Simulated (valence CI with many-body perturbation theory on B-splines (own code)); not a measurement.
E1 line list for Xe⁴¹⁺

Level of theory: relativistic CI+MBPT: three valence electrons over a frozen Dirac-Fock core [Ne], radial functions for each j: 11 s, 11 p, 9 d, 7 f, 5 g, 2 h, 1 i, with the one-electron correlation potential Σ1 (screened to all orders), the two-electron term Σ2, the three-electron term Σ3, Breit, model QED; selected single and double excitations, second order for the rest (own B-spline code, finite nucleus).

No measured spectrum was set against this ion. As an estimate, large intervals hold to a few tenths of a per cent, small ones and those within an open d or f shell to about a per cent.

Lines 101 to 150 of 282 in falling wavelength, among levels below 4796.2 × 10³ cm⁻¹, chosen from the strongest by gf and those to the six lowest levels. Wavelengths and rates use the calculated energies. Electric multipoles are in the length gauge, E1 and E2 with the static RPA response of the core. Weak lines are less certain than strong ones. Lines between different terms over intervals too small for the method are left out, as are lines whose strength nearly cancels. The highest levels of a list are the least certain.

Levels are named by their leading jj configuration (3d3/2^4 stands for four electrons in 3d with j = 3/2), which in mixed levels can hold well under half, so a name can repeat and another be missing. Letters in brackets count levels of one name in rising energy.

| λ vac (nm) | Upper | Lower | A (s⁻¹) | S (a.u.) |
| --- | --- | --- | --- | --- |
| 6.866 | (3s 3d3/2 3d5/2) J=5/2 [b] | (3s 3p3/2 3d3/2) J=7/2 | 3.88e+10 | 3.72e-02 |
| 6.853 | (3s 3p3/2 3d5/2) J=5/2 [a] | (3s^2 3d5/2) J=5/2 | 1.35e+11 | 1.29e-01 |
| 6.851 | (3s 3d3/2 3d5/2) J=7/2 [b] | (3s 3p3/2 3d3/2) J=5/2 [a] | 3.00e+10 | 3.81e-02 |
| 6.839 | (3s 3d3/2 3d5/2) J=3/2 [b] | (3s 3p3/2 3d3/2) J=5/2 [a] | 2.98e+10 | 1.88e-02 |
| 6.827 | (3s 3d3/2 3d5/2) J=3/2 [b] | (3s 3p3/2 3d3/2) J=3/2 [a] | 5.71e+10 | 3.58e-02 |
| 6.823 | (3p1/2 3p3/2 3d5/2) J=7/2 [a] | (3s 3p1/2 3d5/2) J=7/2 | 1.51e+10 | 1.90e-02 |
| 6.801 | (3p1/2 3p3/2 3d5/2) J=3/2 [a] | (3s 3p1/2 3d5/2) J=3/2 | 9.69e+10 | 6.02e-02 |
| 6.788 | (3s 3p3/2 3d5/2) J=3/2 [a] | (3s^2 3d3/2) J=3/2 | 5.77e+10 | 3.56e-02 |
| 6.788 | (3s 3d3/2 3d5/2) J=5/2 [b] | (3s 3p3/2 3d3/2) J=5/2 [a] | 8.80e+10 | 8.15e-02 |
| 6.771 | (3s 3d3/2 3d5/2) J=1/2 | (3s 3p3/2 3d3/2) J=1/2 [a] | 5.71e+10 | 1.75e-02 |
| 6.745 | (3p1/2 3p3/2^2) J=3/2 | (3s 3p1/2 3p3/2) J=1/2 | 1.91e+11 | 1.16e-01 |
| 6.703 | (3s 3p1/2 3d5/2) J=5/2 [b] | (3s 3p1/2 3p3/2) J=3/2 [a] | 1.38e+10 | 1.23e-02 |
| 6.693 | (3s 3d5/2^2) J=9/2 | (3s 3p3/2 3d5/2) J=9/2 | 1.05e+11 | 1.55e-01 |
| 6.686 | (3p1/2 3p3/2 3d3/2) J=5/2 [a] | (3s 3p1/2 3d3/2) J=5/2 | 3.58e+10 | 3.17e-02 |
| 6.686 | (3s 3p3/2^2) J=5/2 | (3s^2 3p3/2) J=3/2 | 1.93e+11 | 1.70e-01 |
| 6.685 | (3p1/2 3p3/2 3d5/2) J=5/2 [a] | (3s 3p1/2 3d5/2) J=5/2 [b] | 9.62e+10 | 8.51e-02 |
| 6.674 | (3s 3p1/2 3d5/2) J=3/2 | (3s 3p1/2 3p3/2) J=3/2 [a] | 6.37e+10 | 3.74e-02 |
| 6.668 | (3p1/2 3p3/2^2) J=5/2 | (3s 3p1/2 3p3/2) J=3/2 [b] | 1.30e+11 | 1.14e-01 |
| 6.604 | (3p1/2 3p3/2 3d5/2) J=9/2 | (3s 3p1/2 3d5/2) J=7/2 | 7.81e+10 | 1.11e-01 |
| 6.600 | (3p1/2 3p3/2 3d5/2) J=7/2 [a] | (3s 3p1/2 3d5/2) J=5/2 [a] | 1.15e+11 | 1.31e-01 |
| 6.576 | (3s 3p3/2 3d3/2) J=3/2 [b] | (3s^2 3d5/2) J=5/2 | 4.08e+10 | 2.29e-02 |
| 6.518 | (3p1/2 3p3/2 3d3/2) J=5/2 [b] | (3s 3p1/2 3d5/2) J=5/2 [a] | 2.58e+10 | 2.11e-02 |
| 6.513 | (3s 3p3/2 3d5/2) J=7/2 [a] | (3s^2 3d5/2) J=5/2 | 9.91e+10 | 1.08e-01 |
| 6.509 | (3s 3p3/2 3d5/2) J=3/2 [b] | (3s 3p3/2^2) J=5/2 | 1.37e+11 | 7.46e-02 |
| 6.496 | (3p1/2 3p3/2 3d3/2) J=3/2 [a] | (3s 3p1/2 3d3/2) J=5/2 | 5.04e+10 | 2.73e-02 |
| 6.464 | (3p1/2 3p3/2 3d3/2) J=5/2 [b] | (3s 3p1/2 3d3/2) J=3/2 [b] | 8.41e+10 | 6.73e-02 |
| 6.458 | (3p1/2 3p3/2^2) J=3/2 | (3s 3p1/2 3p3/2) J=3/2 [b] | 8.37e+10 | 4.45e-02 |
| 6.448 | (3s 3p3/2 3d5/2) J=5/2 [b] | (3s 3p3/2^2) J=5/2 | 1.41e+11 | 1.12e-01 |
| 6.436 | (3p1/2 3p3/2 3d5/2) J=5/2 [a] | (3s 3p1/2 3d5/2) J=7/2 | 2.70e+10 | 2.14e-02 |
| 6.436 | (3p1/2 3p3/2 3d3/2) J=3/2 [b] | (3s 3p1/2 3d3/2) J=1/2 | 3.11e+10 | 1.64e-02 |
| 6.425 | (3p1/2 3p3/2 3d3/2) J=5/2 [a] | (3s 3p1/2 3d3/2) J=3/2 [a] | 4.32e+10 | 3.39e-02 |
| 6.421 | (3s 3p1/2 3p3/2) J=3/2 [b] | (3s^2 3p1/2) J=1/2 | 8.81e+10 | 4.60e-02 |
| 6.405 | (3p1/2 3p3/2 3d3/2) J=7/2 | (3s 3p1/2 3d3/2) J=5/2 | 1.12e+11 | 1.17e-01 |
| 6.382 | (3s 3p3/2 3d3/2) J=3/2 [b] | (3s^2 3d3/2) J=3/2 | 8.42e+10 | 4.32e-02 |
| 6.355 | (3p3/2^3) J=3/2 | (3s 3p3/2^2) J=3/2 | 4.76e+11 | 2.41e-01 |
| 6.354 | (3p1/2^2 3p3/2) J=3/2 | (3s 3p1/2^2) J=1/2 | 5.29e+10 | 2.68e-02 |
| 6.342 | (3p1/2 3p3/2^2) J=1/2 | (3s 3p1/2 3p3/2) J=3/2 [b] | 1.99e+11 | 5.00e-02 |
| 6.312 | (3p1/2 3p3/2 3d5/2) J=3/2 [a] | (3s 3p1/2 3d5/2) J=5/2 [a] | 5.16e+10 | 2.56e-02 |
| 6.301 | (3p1/2 3p3/2 3d3/2) J=1/2 [b] | (3s 3p1/2 3d3/2) J=1/2 | 7.94e+10 | 1.96e-02 |
| 6.261 | (3p1/2 3p3/2 3d5/2) J=3/2 [a] | (3s 3p1/2 3d3/2) J=3/2 [b] | 2.78e+10 | 1.35e-02 |
| 6.249 | (3p1/2 3p3/2 3d3/2) J=3/2 [a] | (3s 3p1/2 3d3/2) J=3/2 [a] | 9.60e+10 | 4.62e-02 |
| 6.212 | (3s 3p3/2 3d3/2) J=5/2 [b] | (3s^2 3d3/2) J=3/2 | 4.06e+11 | 2.88e-01 |
| 6.198 | (3p3/2^3) J=3/2 | (3s 3p3/2^2) J=1/2 | 1.17e+11 | 5.48e-02 |
| 6.189 | (3p1/2 3p3/2 3d3/2) J=1/2 [a] | (3s 3p1/2 3d3/2) J=3/2 [a] | 1.94e+11 | 4.54e-02 |
| 6.184 | (3p1/2 3p3/2 3d5/2) J=7/2 [b] | (3s 3p1/2 3d5/2) J=7/2 | 3.64e+10 | 3.40e-02 |
| 6.160 | (3s 3p1/2 3p3/2) J=1/2 | (3s^2 3p1/2) J=1/2 | 3.23e+11 | 7.46e-02 |
| 6.157 | (3p1/2 3p3/2^2) J=5/2 | (3s 3p1/2 3p3/2) J=5/2 | 4.05e+10 | 2.80e-02 |
| 6.156 | (3s 3p3/2 3d3/2) J=1/2 [b] | (3s^2 3d3/2) J=3/2 | 3.31e+11 | 7.61e-02 |
| 6.150 | (3s 3p3/2 3d5/2) J=7/2 [b] | (3s^2 3d5/2) J=5/2 | 2.90e+10 | 2.66e-02 |
| 6.145 | (3s 3p3/2^2) J=1/2 | (3s^2 3p3/2) J=3/2 | 2.31e+11 | 5.29e-02 |
